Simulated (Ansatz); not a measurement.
Isolated molecules relaxed with PBE0-D4/def2-TZVP in Ansatz; ΔE leaves out vibrations. CCSD(T)/CBS is the MP2 limit (def2-TZVPP, def2-QZVPP) plus CCSD(T) − MP2 in def2-TZVPP, frozen cores. Functionals use def2-TZVPP. B3LYP here is the variant with VWN-RPA as its local correlation; programs differ in this. For Ge outer-core shells are correlated without core-valence functions, which leaves a few kJ/mol of doubt a bond. Scalar relativity is left out up to krypton. One conformer a species, not always the lowest.

`F[SiH](Cl)[SiH2][SiH3]` + `N[CH2][GeH3]` → `N[CH2][GeH2][SiH3]` + `F[SiH]([SiH3])Cl`  (formal exchange of groups at the Si–Si bond)

Problem. Is it downhill or uphill in electronic energy at CCSD(T)/CBS, and by how much? (Estimate.)

Solution. The calculation gave: Downhill: ΔE = -11.2 kJ/mol.

Problem. What do these levels give: r2SCAN-D4, PBE0-D4, B3LYP-D4, PBE, PBE0, SCS-MP2/def2-TZVPP? (Best estimate.)

Solution. Ansatz gave: r2SCAN-D4 -8.9, PBE0-D4 -7.8, B3LYP-D4 -11.7, PBE -7.0, PBE0 -7.5, SCS-MP2/def2-TZVPP -14.5 kJ/mol.

Largest T1 diagnostic among the species: 0.012.
